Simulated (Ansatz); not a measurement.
Molecule: sum formula H$_{3}$SiO$_{3}$ (charge 0, doublet). It need not be the lowest isomer of its formula. 
Structure (B3LYP-D3(BJ)/def2-TZVP (Ansatz, a program for electronic structure) minimum search):
SMILES: O[SiH](O)[O]
```xyz
7

O     -0.6455     1.3335    -0.7219
Si    -0.0450     0.1448     0.2714
O      1.5193    -0.0804    -0.1559
O     -0.8702    -1.2691     0.2661
H     -0.2473     0.7375     1.6065
H      1.9211    -0.9282     0.0511
H     -1.0718    -1.7078    -0.5643
```
Charge 0, spin multiplicity 2.

Basis-set convergence of Hartree-Fock and CCSD(T) correlation energies (hartree) with Ansatz. Valence correlation only, unless marked. UHF or UKS for open shells. Spin-orbit coupling is left out. Non-relativistic.

| basis | functions | E(HF) | E(corr, CCSD(T)) |
|---|---|---|---|
| aug-cc-pV(D+d)Z | 128 | -515.40436 | -0.69931 |
| aug-cc-pV(T+d)Z | 262 | -515.48840 | -0.85386 |
| aug-cc-pV(Q+d)Z | 467 | -515.50751 | -0.90590 |

Extrapolating the two largest sets (X = 3 and 4) as X^-3: E(corr) = (64·(-0.90590) - 27·(-0.85386))/37 = -0.9439 Eh, an estimate of the basis-set limit. The largest set recovers 96.0 % of it, the smallest 74.1 %.
